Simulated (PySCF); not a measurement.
**Copper: a sound run and one with changed settings**

Sound run: Cu [Ar] 3d10 4s1, Cu⁺ [Ar] 3d10. Computed with PySCF 2.14 in cc-pVTZ-DK, with scalar relativity by spin-free X2C-1e. In the sound run the correlated levels freeze [Ar]. The sound run starts from symmetry-adapted Hartree-Fock orbitals and uses a fine grid where one is needed.

Changed run: no relativity, point nucleus. This setting is unsound on purpose.

```
species  method  sound run (hartree)  changed run (hartree)  converged
     Cu     UHF          -1653.14877            -1631.35650        yes
     Cu   B3LYP          -1654.83101            -1633.04316        yes
     Cu    PBE0          -1654.52841            -1632.74046        yes
     Cu     MP2          -1653.65629            -1631.85653        yes
    Cu⁺     UHF          -1652.90716            -1631.12321        yes
    Cu⁺   B3LYP          -1654.52942            -1632.75326        yes
    Cu⁺    PBE0          -1654.23696            -1632.46060        yes
    Cu⁺     MP2          -1653.38158            -1631.59316        yes
```

Ionisation energy of Cu:

```json
{"method": "UHF", "sound run (eV)": "6.574", "changed run (eV)": "6.348"}
{"method": "B3LYP", "sound run (eV)": "8.207", "changed run (eV)": "7.889"}
{"method": "PBE0", "sound run (eV)": "7.931", "changed run (eV)": "7.616"}
{"method": "MP2", "sound run (eV)": "7.475", "changed run (eV)": "7.167"}
{"method": "SCS-MP2", "sound run (eV)": "7.326", "changed run (eV)": "7.030"}
```

Most of the change in total energy is the relativistic energy itself. On top of that the contraction fixes the core shape for the Hamiltonian it was made with, so the changed run is not a good calculation with the other Hamiltonian either.

For comparison, NIST gives 7.726 eV between the lowest levels.
